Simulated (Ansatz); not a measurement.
Reaction (redistribution): `[SiH3][O][GeH2][SiH3]` + `[AlH2][SH]` → `[SiH3][O][GeH3]` + `[SiH3][AlH][SH]`

Calculated with Ansatz (gas phase, PBE0-D4/def2-TZVP geometries, no zero-point term in ΔE). CBS: MP2 limit from def2 TZ/QZ plus the TZ coupled-cluster correction, frozen cores. This one scheme is used for every species. Functionals use def2-TZVPP. B3LYP here is the variant with VWN-RPA as its local correlation; programs differ in this. For Ge outer-core shells are correlated without core-valence functions, which leaves a few kJ/mol of doubt a bond. Scalar relativity is left out up to krypton. Each species was taken in one conformer, which may not be the lowest.

(1) Is it downhill or uphill in electronic energy at CCSD(T)/CBS, and by how much? (An estimate is asked.)

(2) What do these levels give: PBE-D4, r2SCAN-D4, PBE0-D4, B3LYP-D4, ωB97X-V, r2SCAN, PBE0, MP2/def2-TZVPP, CCSD/def2-TZVPP, CCSD(T)/def2-TZVPP, HF/CBS(def2), MP2/CBS(def2)? (Estimate.)

Largest T1 diagnostic among the species: 0.013.

## Answers

(1) The calculation gave: Uphill: ΔE = +6.4 kJ/mol.

(2) Computed: PBE-D4 2.1, r2SCAN-D4 4.3, PBE0-D4 2.2, B3LYP-D4 8.1, ωB97X-V 5.7, r2SCAN 3.8, PBE0 0.9, MP2/def2-TZVPP 7.9, CCSD/def2-TZVPP 4.8, CCSD(T)/def2-TZVPP 4.4, HF/CBS(def2) 5.0, MP2/CBS(def2) 9.9 kJ/mol.
